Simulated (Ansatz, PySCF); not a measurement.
Isomers of CH4N2Si. Gas-phase values, no solvent. One relaxed conformer stands for each flexible species; it need not be the lowest. Strings in code marks are SMILES.

Quantity: electronic energy of isomers of CH4N2Si relative to `N#C[SiH2]N`, in kcal/mol. The restricted reference of `N=C=[SiH]N` and `[H]/N=C\[SiH]=N\[H]` is unstable towards unrestricted orbitals.

Level 1: PBE-D3(BJ)/def2-TZVP // B3LYP-D3(BJ)/def2-TZVP (PySCF)
Level 2: frozen-core MP2/cc-pVTZ // B3LYP-D3(BJ)/def2-TZVP (Ansatz, a first-principles code)
Level 3: B3LYP/3-21G // B3LYP-D3(BJ)/def2-TZVP (PySCF)
Level 4: B3LYP/6-311+G** // B3LYP-D3(BJ)/def2-TZVP (PySCF)

| species | level 1 | level 2 | level 3 | level 4 |
|---|---|---|---|---|
| `N#CN[SiH3]` | 17.2 | 21.8 | 15.3 | 17.9 |
| `N=C=[SiH]N` | 40.4 | 57.7 | 42.8 | 46.7 |
| `[H]/N=C\[SiH]=N\[H]` (N–C–Si–N torsion 0°) | 43.2 | 55.4 | 56.8 | 49.6 |
